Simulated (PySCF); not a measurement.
Consider m-tolunitrile, `Cc1cccc(C#N)c1` (C8H7N). Non-hydrogen atoms are numbered in `[CH3:1][c:2]1[cH:3][cH:4][cH:5][c:6]([C:7]#[N:8])[cH:9]1`. These are map numbers, not IUPAC locants.

Energies: ωB97X-D3(BJ)/ma-def2-SVP (PySCF, density fitting, integration grid level 2) on PBE0-D3(BJ)/def2-SVP structures. The prefix ma- adds one diffuse s and one diffuse p function on all atoms but H. Zero-point and thermal terms (298.15 K, 1 bar) come from unscaled PBE0-D3(BJ)/def2-SVP harmonic frequencies, with soft modes damped to free rotors in the entropy.

Task: What are the vertical and the adiabatic ionisation energy for forming the radical cation?

Result: 9.60 eV vertical and 9.37 eV adiabatic, the latter with zero-point energy.

Task: Where does the unpaired spin of the relaxed radical cation sit?

Result: C5 (aromatic carbon) 0.36, C2 (aromatic carbon) 0.29, C3 (aromatic carbon) 0.28, C6 (aromatic carbon) 0.16 (intrinsic atomic orbital populations).

Task: What oxidation potential follows in acetonitrile (IEF-PCM), on the absolute scale?

Result: In the gas phase ΔG of oxidation is 9.350 eV, and solvation is -28.4 kJ/mol for the parent and -247.4 kJ/mol for the product, so the absolute potential is 7.08 V. The solvent is electrostatics only, on gas-phase structures; the absolute scale refers to an electron at rest in vacuum.

Task: How far is −ε(HOMO) from the vertical value by ΔSCF?

Result: −ε(HOMO) = 9.84 eV, which is 0.24 eV above the ΔSCF value.

Note: ma-def2-SVP is a small basis, whose errors can reach tens of kJ/mol.
